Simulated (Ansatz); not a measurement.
Relaxation of BH₄SbTe (7 atoms, charge 0, multiplicity 1), to a largest force component of 0.015 eV/Å in at most 40 steps.

The calculation used RKS PBE-D4/def2-SVP in Ansatz.

```xyz
7
Properties=species:S:1:pos:R:3
B -1.306 0.502 -0.699
Sb -0.354 -0.191 1.144
Te 1.575 -1.489 -0.365
H -1.854 -0.202 -1.413
H -1.226 1.667 -1.059
H 0.608 1.299 1.273
H 2.618 -1.653 1.074
```

Where does it end, and by what steps?

The run converged. After 14 steps the energy has fallen by 0.305 eV; H7 moved furthest, 0.75 Å.

| step | energy less start (eV) | largest force component (eV/Å) | accepted |
| --- | --- | --- | --- |
| 0 | 0.0000 | 1.560 | yes |
| 1 | 0.0155 | 1.390 | no |
| 2 | -0.1973 | 0.647 | yes |
| 3 | -0.2200 | 0.263 | yes |
| 4 | -0.2314 | 0.159 | yes |
| 5 | -0.2452 | 0.100 | yes |
| 6 | -0.2582 | 0.106 | yes |
| 7 | -0.2681 | 0.354 | yes |
| 8 | -0.2929 | 0.150 | yes |
| 9 | -0.2987 | 0.104 | yes |
| 10 | -0.2916 | 0.169 | no |
| 11 | -0.3035 | 0.077 | yes |
| 12 | -0.3045 | 0.043 | yes |
| 13 | -0.3050 | 0.031 | yes |
| 14 | -0.3051 | 0.007 | yes |

```xyz
7
Properties=species:S:1:pos:R:3
B -1.299 0.538 -0.723
Sb -0.100 0.054 1.086
Te 1.937 -1.293 -0.272
H -1.515 -0.320 -1.553
H -1.837 1.626 -0.800
H 0.657 1.611 1.157
H 2.217 -2.284 1.060
```

The run took 23 s on 1 thread of Intel(R) Xeon(R) 6975P-C (Granite Rapids), on a shared host, peak memory 0.14 GiB.
